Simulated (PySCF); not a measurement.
## CsP: one state, many levels of theory

State: ³Σ⁻ (triplet), unpaired electrons π ↑↑. Set-up: PySCF, scalar-relativistic core potentials, basis sets Cs def2-SVP with ECP46, P def2-SVP. De refers to Cs + P in their high-spin ground configurations, without counterpoise correction. The functionals are run spin-unrestricted. A positive dipole means Cs(−)P(+). Levels whose curve was spin-contaminated or gave no clean fit are not listed.

```
 Level  Re (Å)  ωe (cm⁻¹)  De (eV)  μ (D)
   PBE   3.357        159     1.34  -7.70
PBEsol   3.317        166     1.41  -7.68
  BLYP   3.406        150     1.29  -7.31
r²SCAN   3.368        159     1.24  -8.74
  PBE0   3.333        168     1.23  -9.02
 HSE06   3.339        166     1.23  -8.79
M06-2X   3.314        177     1.28  -9.69
```

Task: What does a quarter of exact exchange do here, going from PBE to PBE0?

Result: PBE0 less PBE: -2.4 pm in Re, +5.7 % in ωe, -0.11 eV in De. Exact exchange removes part of the self-interaction that spreads semilocal densities, and in most molecules shortens and stiffens the bond and lowers De; so it does here.

Task: What does the step from GGA to meta-GGA do here, going from PBE to r²SCAN?

Result: r²SCAN less PBE: +1.1 pm in Re, +0.0 % in ωe, -0.10 eV in De. 

Spin–orbit coupling is left out, which matters for elements this heavy, above all for dissociation energies. The state is the lowest determinant that a PBE0 search found; another state may lie lower at other levels.
